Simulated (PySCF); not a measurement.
Isomers of C8H12N2. Level of theory: PySCF 2.14.0, PBE0-D3(BJ)/def2-SVP geometry optimisation, gas phase. One conformer each; no zero-point energy, no entropy. No frequencies were run at this level. Point groups hold within 0.08 Å.

Task: Order them by energy at this level, lowest first, and give relative energies in kcal/mol.
A. `[NH2:1][CH2:2][CH2:3][NH:4][c:5]1[cH:6][cH:7][cH:8][cH:9][cH:10]1` with H–N1–C2–C3 -73° and 168°, N1–C2–C3–N4 -52°, C2–C3–N4–C5 178°, C3–N4–C5–C6 -167° (N-phenylethylenediamine)
B. `CN(C)c1ccc(N)cc1`
C. `[N:1]#[C:2][CH2:3][C@@:4]12[CH2:5][CH2:6][C@@H:7]1[C@@H:8]2[CH2:9][NH2:10]` with C2–C3–C4–C5 77°, C7–C8–C9–N10 78°, C8–C9–N10–H -56° and 60°

Result: A (0.0), B (3.8), C (49.3).

As drawn, the lowest has an aromatic ring, which the highest lacks; the highest has a three-membered ring, a four-membered ring and a C≡N group, which the lowest lacks.

```csv
SMILES,E (Eh),E rel (kcal/mol),dipole (D),point group,"A, B, C (MHz)"
NCCNc1ccccc1,-420.79851,0.0,3.72,C1,"3873, 644.4, 567.7"
CN(C)c1ccc(N)cc1,-420.79248,3.8,0.85,Cs,"3481, 793.0, 652.7"
N#CC[C@@]12CC[C@@H]1[C@@H]2CN,-420.71991,49.3,4.62,C1,"1976, 928.1, 747.5"
```

Task: As an exercise, what shares would exp(−E/RT) give at 2000 K from these electronic energies alone (no entropy, no degeneracies)?

Result: RT = 3.974 kcal/mol: NCCNc1ccccc1 72.1 %, CN(C)c1ccc(N)cc1 27.9 %, N#CC[C@@]12CC[C@@H]1[C@@H]2CN under 0.1 %.
